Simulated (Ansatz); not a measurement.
Reactions of C$_{4}$N$_{4}$Sn, SMILES `N#[C][Sn]([C]#N)([C]#N)[C]#N`.

Computed with Ansatz on PBE0-D4/def2-TZVP structures; ΔE is electronic, products minus reactants. CCSD(T)/CBS adds triple-zeta CCSD(T) − MP2 to the extrapolated MP2 energy (def2 sets, frozen cores). This one scheme is used for every species. Elements past krypton have def2 core potentials. For Ga, Sn outer-core shells are correlated without core-valence functions, which leaves a few kJ/mol of doubt a bond. Scalar relativity is left out up to krypton. Each species was taken in one conformer, which may not be the lowest.

Question: Order these by ΔE at CCSD(T)/CBS, lowest first. (Best estimate.)
A. `N#[C][Sn]([C]#N)([C]#N)[C]#N` + `CCOC` → `COCCC#N` + `N#[C][SnH]([C]#N)[C]#N`
B. `N#[C][Sn]([C]#N)([C]#N)[C]#N` + CH₃OH → `COC#N` + `N#[C][SnH]([C]#N)[C]#N`
C. `N#[C][Sn]([C]#N)([C]#N)[C]#N` + `[OH][GaH2]` → `N#C[O][GaH2]` + `N#[C][SnH]([C]#N)[C]#N`
D. `N#[C][Sn]([C]#N)([C]#N)[C]#N` + `C#C[SiH3]` → `N#[C][SnH]([C]#N)[C]#N` + `C#C[SiH2]C#N`
E. `N#[C][Sn]([C]#N)([C]#N)[C]#N` + `[CH3][AlH][CH3]` → `N#[C][SnH]([C]#N)[C]#N` + `[CH3][Al]([CH3])[C]#N`

Answer: E (-97.2 kJ/mol), D (-46.2 kJ/mol), A (+8.1 kJ/mol), C (+49.8 kJ/mol), B (+65.5 kJ/mol).

Largest T1 diagnostic: 0.015, for `N#C[O][GaH2]`.
